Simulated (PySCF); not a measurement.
## Bond curve of SnH⁺

Set-up: basis Sn def2-SVPD with ECP28, H def2-SVPD; scalar-relativistic core potentials; PySCF 2.14. Energies in eV from Sn⁺ + H in their ground configurations at the same level. State: ¹Σ⁺ (singlet), closed shell.

Curves on a restricted Hartree–Fock reference rise too fast on stretching and do not dissociate correctly.

| R (Å) | RHF-SCS-MP2 | RHF-CCSD(T) | PBEsol |
| --- | --- | --- | --- |
| 1.524 | -2.113 |  | -2.302 |
| 1.595 | -2.376 | -2.453 | -2.588 |
| 1.666 | -2.522 | -2.602 | -2.758 |
| 1.719 | -2.570 | -2.655 | -2.826 |
| 1.772 | -2.577 | -2.667 | -2.853 |
| 1.825 | -2.550 | -2.647 | -2.847 |
| 1.896 | -2.472 | -2.580 | -2.797 |
| 1.985 | -2.324 | -2.449 | -2.683 |
| 2.091 | -2.095 | -2.246 | -2.494 |
| 2.233 | -1.741 |  | -2.191 |

Problem. Put a parabola through the three lowest points of the RHF-SCS-MP2 curve and estimate Re, k and ωe (reduced mass 0.9994 u; 1 eV/Å² = 0.16022 mdyn/Å; ωe = 1302.8·√(k/μ) cm⁻¹).

Solution. Through R = 1.719, 1.772, 1.825 Å the second-order coefficient is 6.05 eV/Å², so Re ≈ 1.756 Å, k ≈ 1.94 mdyn/Å and ωe ≈ 1815 cm⁻¹. A polynomial fit of higher order to the unrounded RHF-SCS-MP2 energies gives Re = 1.755 Å, k = 2.05 mdyn/Å, ωe = 1865 cm⁻¹; anharmonicity and rounding make the difference.

The higher-order fit for each curve: RHF-SCS-MP2: Re = 1.755 Å, ωe = 1865 cm⁻¹, De = 2.58 eV; RHF-CCSD(T): Re = 1.764 Å, ωe = 1801 cm⁻¹, De = 2.67 eV; PBEsol: Re = 1.787 Å, ωe = 1746 cm⁻¹, De = 2.85 eV.

Correlated steps freeze 4 core orbitals. Correlated levels converge slowly with the basis: in double zeta they bind strong bonds too weakly, by up to about 1 eV, and carry superposition errors of some tenths. These are scalar-relativistic numbers at best; spin–orbit coupling would shift them, the dissociation energy most. For an ion De counts to the pair picked by the measured ionisation energies or electron affinities, which need not be the lowest pair at this level. Where the molecule has an RHF reference, its open-shell atoms are computed with UHF.
